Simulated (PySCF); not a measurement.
**Basis-set dependence of population analyses: `B[C@H]1CO[SiH2]O1`**

C2H7BO2Si.
Atom-mapped SMILES: `[BH2:1][C@H:2]1[CH2:3][O:4][SiH2:5][O:6]1` (hydrogens: H7, H8 on B1; H9 on C2; H10, H11 on C3; H12, H13 on Si5)

Cartesian coordinates in Å at the PBE0-D3(BJ)/def2-SVP level; atoms count from 1:
```xyz
13
C2H7BO2Si angstrom
B      2.0767   -0.2270   -0.2307
C      0.5860   -0.2604    0.2055
C     -0.1375    1.0951    0.3391
O     -1.5227    0.8294    0.4238
Si    -1.8568   -0.6230   -0.3466
O     -0.2671   -1.1114   -0.5530
H      2.5204   -1.0121   -1.0302
H      2.8052    0.5705    0.3146
H      0.6881   -0.6791    1.2420
H      0.1966    1.6357    1.2378
H      0.0663    1.7377   -0.5384
H     -2.6617   -1.4978    0.5484
H     -2.5220   -0.4757   -1.6690
```

PBE0 throughout (PySCF), one geometry, spherical d and f functions. One conformer (not necessarily the lowest) at the PBE0-D3(BJ)/def2-SVP geometry, without solvent, vibrations or thermal averaging. Atoms taken as equivalent share a column and are averaged. The first 7 of 12 kinds of atom are listed.

Mulliken charges (e):

| basis | functions | B1 | C2 | C3 | O4 | Si5 | O6 | H7/H8 |
| --- | --- | --- | --- | --- | --- | --- | --- | --- |
| STO-3G | 41 | +0.173 | -0.094 | -0.067 | -0.363 | +0.807 | -0.364 | -0.038 |
| 6-31G | 72 | +0.233 | -0.106 | -0.074 | -0.710 | +1.117 | -0.728 | -0.020 |
| pcSseg-0 | 72 | +0.268 | -0.340 | -0.094 | -0.846 | +1.259 | -0.836 | +0.034 |
| 6-31G* | 102 | +0.093 | -0.011 | -0.087 | -0.588 | +0.850 | -0.606 | +0.006 |
| cc-pVDZ | 123 | +0.043 | +0.097 | +0.154 | -0.433 | +0.615 | -0.441 | -0.012 |
| def2-SVP | 123 | +0.060 | +0.087 | +0.185 | -0.504 | +0.761 | -0.508 | -0.013 |
| aug-cc-pVDZ | 205 | -1.319 | +0.832 | +0.947 | -0.842 | +0.283 | -0.916 | +0.666 |
| 6-311+G(2d,p) | 212 | -0.034 | -0.058 | -0.107 | -0.596 | +1.066 | -0.603 | +0.017 |
| def2-TZVP | 234 | -0.076 | +0.067 | -0.030 | -0.376 | +0.498 | -0.372 | +0.033 |
| cc-pVTZ | 282 | -0.083 | +0.119 | +0.033 | -0.344 | +0.437 | -0.351 | +0.032 |
| IGLO-III | 289 | +0.178 | -0.080 | -0.080 | -0.561 | +1.219 | -0.558 | -0.035 |
| pcSseg-2 | 321 | +0.246 | +0.019 | +0.194 | -0.576 | +0.985 | -0.578 | -0.050 |

IAO charges (e):

```
        basis  functions      B1      C2      C3      O4     Si5      O6   H7/H8
       STO-3G         41  +0.093  -0.168  -0.146  -0.454  +0.984  -0.455  +0.006
        6-31G         72  +0.076  -0.100  -0.093  -0.605  +1.027  -0.607  +0.025
     pcSseg-0         72  +0.071  -0.102  -0.086  -0.603  +1.048  -0.607  +0.024
       6-31G*        102  +0.086  -0.074  -0.054  -0.638  +1.169  -0.641  +0.016
      cc-pVDZ        123  +0.071  -0.070  -0.053  -0.631  +1.154  -0.635  +0.020
     def2-SVP        123  +0.081  -0.071  -0.049  -0.633  +1.171  -0.637  +0.016
  aug-cc-pVDZ        205  +0.073  -0.071  -0.057  -0.645  +1.166  -0.647  +0.021
6-311+G(2d,p)        212  +0.076  -0.074  -0.058  -0.654  +1.200  -0.656  +0.021
    def2-TZVP        234  +0.075  -0.072  -0.056  -0.655  +1.212  -0.658  +0.020
      cc-pVTZ        282  +0.074  -0.072  -0.057  -0.650  +1.198  -0.653  +0.020
     IGLO-III        289  +0.075  -0.073  -0.058  -0.656  +1.210  -0.658  +0.021
     pcSseg-2        321  +0.077  -0.073  -0.057  -0.655  +1.211  -0.658  +0.020
```

Some averages cover members that differ in this geometry, most widely: H7/H8, Mulliken in aug-cc-pVDZ +0.579 to +0.753; H7/H8, Mulliken in 6-31G -0.033 to -0.006 e.

Question: Which scheme is steadiest as the basis changes?

Answer: Largest range over the bases for any column: IAO 0.23 e, Mulliken 1.59 e. IAO charges move least and Mulliken charges most, counted in e. Without the minimal STO-3G basis the ranges are IAO 0.19, Mulliken 1.59 e.

Question: How much do the charges still move between the two largest bases, IGLO-III and pcSseg-2?

Answer: At most, over all atoms: Mulliken 0.273 e, IAO 0.002 e.

Question: What do the same runs give for the total energy, the frontier levels and the dipole moment?

Answer: 
```
        basis  energy (Eh)  HOMO (eV)  LUMO (eV)  μ (D)
       STO-3G    -538.1397      -3.93       1.51   0.44
        6-31G    -544.6547      -7.81      -1.45   0.69
     pcSseg-0    -543.8640      -7.90      -1.76   0.97
       6-31G*    -544.7965      -7.80      -1.35   0.73
      cc-pVDZ    -544.8225      -7.84      -1.56   0.69
     def2-SVP    -544.5360      -7.94      -1.61   0.77
  aug-cc-pVDZ    -544.8467      -8.00      -1.72   0.67
6-311+G(2d,p)    -544.9116      -8.05      -1.72   0.72
    def2-TZVP    -544.9391      -8.03      -1.68   0.71
      cc-pVTZ    -544.9285      -7.99      -1.66   0.70
     IGLO-III    -544.9433      -8.03      -1.71   0.71
     pcSseg-2    -544.9450      -8.05      -1.71   0.70
```

The dipole is fixed by the density alone, so its range of 0.53 D shows that the density itself changes with the basis, not only its division among atoms.
